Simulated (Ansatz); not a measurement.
## Two structures, one formula

Two relaxed structures of BSiNH₄S, singlet (PBE0-D4/def2-TZVP; forces vanish, vibrations not checked).

A:

N1  (-1.121, 2.000, -0.471)
B2  (0.225, -0.201, 0.573)
Si3  (0.820, -1.910, 0.402)
S4  (-0.349, 1.345, 0.933)
H5  (-1.148, 1.286, -1.192)
H6  (-0.560, 2.776, -0.809)
H7  (2.202, -2.219, -0.019)
H8  (-0.069, -3.076, 0.582)
(Å)

B:

N1  (-0.077, -0.723, -0.965)
B2  (-0.245, 0.150, 0.041)
Si3  (0.616, -1.425, 0.507)
S4  (-1.187, 1.823, -0.095)
H5  (-1.090, 2.060, -1.427)
H6  (-0.191, 2.670, 0.221)
H7  (2.092, -1.569, 0.606)
H8  (-0.033, -2.618, 1.111)
(Å)

Computed with Ansatz 0.2.0 (basis: def2-TZVPP); correlated methods freeze the cores. B3LYP uses VWN-RPA correlation.

Problem. Which structure is lower at CCSD(T), and by how much? (To be estimated.)

Solution. By the calculation: B, by 0.212 eV (electronic energy, against the other). By their contacts, A is BSiNH₄S ([NH2][S][B][SiH2]) and B is BSiNH₄S ([SH2][B]1[N][SiH2]1).

All methods give the same order:

```
   method  E(B) − E(A) (eV)
   PBE-D4            -0.080
r2SCAN-D4            -0.171
  PBE0-D4            -0.133
 B3LYP-D4            -0.088
  wB97M-V            -0.283
       HF            -0.137
      MP2            -0.440
     CCSD            -0.210
  CCSD(T)            -0.212
```

T1 diagnostic: at most 0.020. The restricted Hartree–Fock reference is unstable towards an unrestricted one at one or more of these structures.

Labels in which every atom is bracketed show which atoms are joined, not bond orders.

For scale, one of the runs: CCSD(T)/def2-TZVPP, 202 basis functions, launched by `ansatz run in.yaml --threads 2 --pin off --events-out ev --progress --plain --max-ram 4352MiB`. Hardware: 2 CPU threads of an Arm Neoverse V2, shared host. Wall time 69 s; peak host memory 2.3 GiB.
